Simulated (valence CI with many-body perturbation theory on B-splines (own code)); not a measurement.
The numbers below are computed, except where a source is named.
## Gd50+: what the settings do

Method: configuration interaction combined with many-body perturbation theory (CI+MBPT): four valence electrons over a frozen Dirac-Fock core [Ne], radial functions for each j: 6 s, 6 p, 5 d, 3 f, 1 g, with the one-electron correlation potential Σ1, the two-electron term Σ2, the three-electron term Σ3, Breit, model QED; selected CI, second order for the rest, scaled by the run's own slope (own B-spline code, finite nucleus).

No measured spectrum was set against this ion. As an estimate, large intervals hold to a few tenths of a per cent, small ones and those within an open d or f shell to about a per cent.

The reference run has the lowest level (3s^2 3p1/2^2) J=0 and an ionisation energy of 4579.72 eV. Its largest variational space holds 10000 state functions.

Levels are named by their leading jj configuration (3d3/2^4 stands for four electrons in 3d with j = 3/2), which in mixed levels can hold well under half, so a name can repeat and another be missing. Letters in brackets count levels of one name in rising energy.

Changed runs:
A. averaging of valence orbitals over low configurations on → off
B. correlating orbitals by l 3 3 3 2 1 → 4 4 0 0 0
C. cutoff of virtual states (hartree) 8192 → 9720
D. start configuration 3s2 3p2 → 3s2 4p2 (bad on purpose)

Excitation energies of the reference run in cm⁻¹, and shifts in cm⁻¹:

```tsv
Level	Reference	A	B	C
(3s^2 3p1/2 3p3/2) J=1	1379080	+3.8	-537	+7.5
(3s^2 3p1/2 3p3/2) J=2	1443070	-0.1	+289	+7.4
(3s 3p1/2^2 3p3/2) J=2	2455630	+13	-684	+7.0
(3s 3p1/2^2 3p3/2) J=1	2649780	+13	+555	+9.4
(3s^2 3p1/2 3d3/2) J=2	2856930	+24	+1174	+27
(3s^2 3p3/2^2) J=2	2868980	+2.3	-103	+15
(3s^2 3p3/2^2) J=0	3007090	-0.3	+722	+15
(3s^2 3p1/2 3d3/2) J=1	3136700	+15	+2896	+24
(3s^2 3p1/2 3d5/2) J=2	3302770	+19	+987	+25
(3s^2 3p1/2 3d5/2) J=3	3311360	+21	+1794	+26
(3s 3p1/2 3p3/2^2) J=2 [a]	3807500	+12	-734	+15
(3s 3p1/2 3p3/2^2) J=3	3916650	+11	-63	+15
Ionisation energy (eV)	4579.72	-0.00041	-0.30	+0.0034
```

Run D: It gave no result: the start configuration must fill the lowest shells above the core. The program said: "4p is not the lowest shell of its kind above the core".
